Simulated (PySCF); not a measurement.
From one molecule to another.

First species: C7H13P.
InChI=1S/C7H13P/c1-5-6-8-7(2,3)4/h8H,1-4H3

Second species: C7H13P.
SMILES: `CP(C)C1=CCCC1`

Levels: PBE0/pcSseg-1 for HOMO energy, LUMO energy and HOMO–LUMO gap. Geometries: GFN2-xTB. Each species is one conformer at its optimised geometry, gas phase, non-relativistic unless stated; the electronic structure was computed with PySCF and density fitting.

The conformers computed, where there is a choice (atom-mapped SMILES and torsion angles):
- `[CH3:1][C:2]#[C:3][PH:4][C:5]([CH3:6])([CH3:7])[CH3:8]`: C3–P4–C5–C6 -52°

The conformers of `CP(C)C1=CCCC1` aren't listed.

Values for the first species:

```
HOMO energy   : -6.55 eV
LUMO energy   : 0.20 eV
HOMO–LUMO gap : 6.75 eV
```

Estimate the same properties for the second species, and the change in each.

| property | first | second | second less first |
| --- | --- | --- | --- |
| HOMO energy | -6.55 eV | -6.16 eV | +0.39 eV |
| LUMO energy | 0.20 eV | 0.35 eV | +0.15 eV |
| HOMO–LUMO gap | 6.75 eV | 6.51 eV | -0.24 eV |

On the first:  GFN2-xTB frequencies show an imaginary mode (24i cm⁻¹), so this geometry is no minimum at that level.

